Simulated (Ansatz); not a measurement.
Au2I (the lowest doublet isomer of a short search) was relaxed with PBE0-D4 (def2-TZVP) in Ansatz in these states: neutral doublet, neutral quartet. The geometries follow in no particular order.

In the def2 sets Au, I take a core potential; there is no spin–orbit coupling.

A:

```xyz
3

Au   -0.1559    0.7762   -1.3415
Au    0.4286   -1.4936   -0.0839
I    -0.2728    0.7174    1.4254
```

B:

Cartesian coordinates in Å:
```
Au 0.2550 -0.1487 -0.4847
Au -1.3234 1.8480 -0.8506
I 1.0684 -1.6993 1.3353
```

**Question.** Judge from the bond lengths which geometry belongs to which state (an estimate).

**Answer.** A is the neutral quartet (Au1–I3 2.770 Å, Au1–Au2 2.660 Å); B is the neutral doublet (Au1–I3 2.526 Å, Au1–Au2 2.571 Å).

At PBE0-D4/def2-TZVP a doublet lies 2.03 eV below the neutral quartet. These are the stationary points nearest to one start from a short search; other shapes may lie lower in each state.
